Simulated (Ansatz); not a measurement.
Reactions of AlH$_{6}$NOSi (`[NH2][Al]([OH])[SiH3]`).

Isolated molecules relaxed with PBE0-D4/def2-TZVP in Ansatz; ΔE leaves out vibrations. CBS: MP2 limit from def2 TZ/QZ plus the TZ coupled-cluster correction, frozen cores. This one scheme is used for every species. One conformer a species, not always the lowest.

Q: Order these by ΔE at CCSD(T)/CBS, lowest first. (An estimate is asked.)
A. `[NH2][Al]([OH])[SiH3]` + H₂ → `[NH2][AlH][OH]` + SiH₄
B. `[NH2][Al]([OH])[SiH3]` + H–F → `[NH2][Al]([OH])[F]` + SiH₄
C. `[NH2][Al]([OH])[SiH3]` + `BC(F)[SiH3]` → `FC([SiH3])B[SiH3]` + `[NH2][AlH][OH]`
D. `[NH2][Al]([OH])[SiH3]` + `SC1CO1` → `[SiH3]SC1CO1` + `[NH2][AlH][OH]`
E. `[NH2][Al]([OH])[SiH3]` + H₂ → `[NH2][AlH][SiH3]` + H₂O
F. `[NH2][Al]([OH])[SiH3]` + `OC#CC[SiH3]` → `[NH2][Al]([SiH3])[CH2][SiH3]` + `OC#CO`
G. `[NH2][Al]([OH])[SiH3]` + `C=C[SiH2][SiH2]Cl` → `[NH2][Al]([OH])[SiH2]Cl` + `C=C[SiH2][SiH3]`

A: B (-173.1 kJ/mol), D (-50.6 kJ/mol), A (-12.0 kJ/mol), G (+1.1 kJ/mol), C (+20.9 kJ/mol), E (+116.8 kJ/mol), F (+212.6 kJ/mol).

Largest T1 diagnostic: 0.014, for `FC([SiH3])B[SiH3]`.
